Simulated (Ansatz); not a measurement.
Consider the isomerisation: `[SiH3]C1(Cl)CC1` → `C=C([SiH3])CCl`.

Computed with Ansatz on PBE0-D4/def2-TZVP structures; ΔE is electronic, products minus reactants. CBS: MP2 limit from def2 TZ/QZ plus the TZ coupled-cluster correction, frozen cores. Functionals use def2-TZVPP. B3LYP here is the variant with VWN-RPA as its local correlation; programs differ in this. One conformer a species, not always the lowest.

| level | ΔE (kcal/mol) | difference from CCSD(T)/CBS |
| --- | --- | --- |
| PBE-D4 | -4.0 | 2.4 |
| r2SCAN-D4 | -4.0 | 2.4 |
| PBE0-D4 | -2.6 | 3.8 |
| B3LYP-D4 | -8.0 | -1.6 |
| ωB97X-V | -2.6 | 3.8 |
| ωB97M-V | -4.4 | 2.0 |
| B2PLYP | -6.9 | -0.5 |
| PBE | -4.0 | 2.4 |
| r2SCAN | -4.0 | 2.4 |
| PBE0 | -2.5 | 3.9 |
| B3LYP | -8.0 | -1.6 |
| HF/def2-TZVPP | -9.3 | -2.9 |
| MP2/def2-TZVPP | -3.5 | 2.9 |
| SCS-MP2/def2-TZVPP | -5.4 | 1.0 |
| CCSD/def2-TZVPP | -6.1 | 0.3 |
| CCSD(T)/def2-TZVPP | -6.3 | 0.1 |
| HF/def2-QZVPP | -9.3 | -2.9 |
| MP2/def2-QZVPP | -3.5 | 2.9 |
| SCS-MP2/def2-QZVPP | -5.4 | 1.0 |
| HF/CBS(def2) | -9.3 | -2.9 |
| MP2/CBS(def2) | -3.5 | 2.9 |
| CCSD/CBS(def2) | -6.2 | 0.2 |
| CCSD(T)/CBS | -6.4 | 0 |

Largest T1 diagnostic among the species: 0.011.

In def2-TZVPP, CCSD(T) changes the Hartree–Fock value by +3.0 kcal/mol (the triples alone add −0.2 kcal/mol) and MP2 by +5.9 kcal/mol. From PBE to PBE0 (25 % exact exchange), in def2-TZVPP and without D4, ΔE moves by +1.5 kcal/mol.
